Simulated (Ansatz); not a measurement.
A calculation with Ansatz (development build ahead of 0.2.0).

```yaml
crystal:
  periodic: [false, false, false]
  atoms:
    - { symbol: Co, position_ang: [0.0, 0.0, 0.0] }
basis:
  gaussian: { orbitals: pcseg-2 }
total_charge: 1
magnetization:
  spin_polarized: true
  initial_magnetization: 2
hamiltonian:
  xc: pbe0
```

The input is written out in the form of the current development build from the run's settings.

The run gave:

```json
{"Converged": "yes", "Total energy": "-1382.24130 hartree", "Spin squared of the determinant": "2.002", "Stability test": "minimum"}
```
